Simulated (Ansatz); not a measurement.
Consider the cleavage of the Si–B bond: `B[SiH2]F` + `S[SiH2]Cl` → `F[SiH2]S[SiH2]Cl` + BH₃.

Computed with Ansatz on PBE0-D4/def2-TZVP structures; ΔE is electronic, products minus reactants. CBS: MP2 limit from def2 TZ/QZ plus the TZ coupled-cluster correction, frozen cores. This one scheme is used for every species. DFT in def2-TZVPP. B3LYP here is the variant with VWN-RPA as its local correlation; programs differ in this. One conformer a species, not always the lowest.

Question: Is it downhill or uphill in electronic energy at CCSD(T)/CBS, and by how much? (Estimate.)

Answer: Ansatz gave: Downhill: ΔE = -91.8 kJ/mol.

Question: What do these levels give: r2SCAN-D4, ωB97X-V, B2PLYP, PBE, r2SCAN, PBE0, B3LYP, HF/def2-TZVPP, SCS-MP2/def2-TZVPP, CCSD/def2-TZVPP, CCSD(T)/def2-TZVPP, CCSD/CBS(def2)? (An estimate is asked.)

Answer: The calculation gave: r2SCAN-D4 -88.6, ωB97X-V -87.3, B2PLYP -87.5, PBE -75.2, r2SCAN -86.9, PBE0 -80.5, B3LYP -78.3, HF/def2-TZVPP -87.0, SCS-MP2/def2-TZVPP -96.1, CCSD/def2-TZVPP -85.9, CCSD(T)/def2-TZVPP -88.3, CCSD/CBS(def2) -89.3 kJ/mol.

Largest T1 diagnostic among the species: 0.012.

The D4 term adds −10.4 kJ/mol with B3LYP and −5.8 kJ/mol with PBE0; it sums over pairs of atoms, weighted by their polarisabilities, and B3LYP, whose exchange is more repulsive, gets the larger term. From PBE to PBE0 (25 % exact exchange), in def2-TZVPP and without D4, ΔE moves by −5.3 kJ/mol.
